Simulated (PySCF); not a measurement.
Circular dichroism: `C(=CC)=C=C=C(C)C#N`, C₈H₇N

Molfile (atoms numbered from 1):
```
C8H7N
     RDKit          3D

 16 15  0  0  0  0  0  0  0  0999 V2000
    3.7011   -0.6309    0.0050 C   0  0  0  0  0  0  0  0  0  0  0  0
    2.7021    0.2991    0.6175 C   0  0  0  0  0  0  0  0  0  0  0  0
    1.3955    0.2018    0.4923 C   0  0  0  0  0  0  0  0  0  0  0  0
    0.1212    0.0996    0.3628 C   0  0  0  0  0  0  0  0  0  0  0  0
   -1.1454    0.0067    0.2324 C   0  0  0  0  0  0  0  0  0  0  0  0
   -2.4657   -0.0992    0.1056 C   0  0  0  0  0  0  0  0  0  0  0  0
   -3.3371   -0.8872    1.0487 C   0  0  0  0  0  0  0  0  0  0  0  0
   -3.1053    0.5687   -0.9881 C   0  0  0  0  0  0  0  0  0  0  0  0
   -3.6557    1.0970   -1.8630 N   0  0  0  0  0  0  0  0  0  0  0  0
    4.3220   -1.0969    0.7875 H   0  0  0  0  0  0  0  0  0  0  0  0
    3.2150   -1.4242   -0.5774 H   0  0  0  0  0  0  0  0  0  0  0  0
    4.3853   -0.0759   -0.6574 H   0  0  0  0  0  0  0  0  0  0  0  0
    3.0911    1.1329    1.2189 H   0  0  0  0  0  0  0  0  0  0  0  0
   -3.8616   -1.6904    0.5076 H   0  0  0  0  0  0  0  0  0  0  0  0
   -4.1029   -0.2371    1.4997 H   0  0  0  0  0  0  0  0  0  0  0  0
   -2.7319   -1.3326    1.8478 H   0  0  0  0  0  0  0  0  0  0  0  0
  1  2  1  0
  2  3  2  0
  3  4  2  0
  4  5  2  0
  5  6  2  0
  6  7  1  0
  6  8  1  0
  8  9  3  0
  1 10  1  0
  1 11  1  0
  1 12  1  0
  2 13  1  0
  7 14  1  0
  7 15  1  0
  7 16  1  0
M  END
```

The calculation used PySCF, TDDFT CAM-B3LYP/aug-cc-pVDZ circular dichroism and optical rotation, one conformer, gas phase. Geometry: PBE0-D3(BJ)/def2-SVP.

No stereocentre is labelled: unless the shape is locked (an allene, a helicene, a hindered biaryl), the mirror image is equally populated and a measured rotation or CD is zero.

Question: List the lowest 12 singlet excitations with oscillator and rotatory strengths.

Answer: Rotatory strengths R in 10⁻⁴⁰ esu² cm², velocity form and length form (origin at the centre of mass); f in length form.
| state | E (eV) | λ (nm) | f | R (velocity) | R (length) | main |
| --- | --- | --- | --- | --- | --- | --- |
| 1 | 3.52 | 352 | 9e-05 | +0.1 | +0.1 | HOMO−1→LUMO 0.93 |
| 2 | 3.90 | 318 | 4e-05 | +0.2 | +0.1 | HOMO→LUMO+1 0.92 |
| 3 | 4.61 | 269 | 0.210 | +0.8 | +0.8 | HOMO→LUMO 0.75, HOMO−1→LUMO+1 0.22 |
| 4 | 5.56 | 223 | 2.015 | -25.5 | -25.7 | HOMO−1→LUMO+1 0.68, HOMO→LUMO 0.20 |
| 5 | 6.07 | 204 | 0.007 | +1.0 | +1.0 | HOMO→LUMO+2 0.62, HOMO→LUMO+3 0.20 |
| 6 | 6.15 | 202 | 0.003 | -8.0 | -8.2 | HOMO−1→LUMO+2 0.80 |
| 7 | 6.28 | 197 | 8e-05 | +1.0 | +1.1 | HOMO−2→LUMO 0.83 |
| 8 | 6.48 | 191 | 0.0003 | -0.2 | -0.2 | HOMO−4→LUMO 0.27, HOMO−3→LUMO+1 0.26 |
| 9 | 6.59 | 188 | 0.001 | +0.7 | +0.7 | HOMO−4→LUMO 0.39, HOMO−3→LUMO+1 0.10 |
| 10 | 6.72 | 185 | 0.002 | +0.5 | +0.5 | HOMO→LUMO+3 0.50, HOMO→LUMO+2 0.16 |
| 11 | 6.83 | 181 | 0.020 | -4.0 | -4.1 | HOMO−1→LUMO+3 0.59, HOMO−4→LUMO 0.10 |
| 12 | 6.93 | 179 | 0.0008 | -2.2 | -2.2 | HOMO−3→LUMO+1 0.22, HOMO→LUMO+5 0.19 |

Among the states computed, the strongest CD band (largest |R|) is state 4. The largest dissymmetry factor in size, g = 4R/(D+G), with D and G the electric and magnetic dipole strengths, is +0.091 for state 7 (velocity form, f = 0.0001), among bands with |R| over 0.5. The mirror image has the same energies and oscillator strengths and all R with the opposite sign.
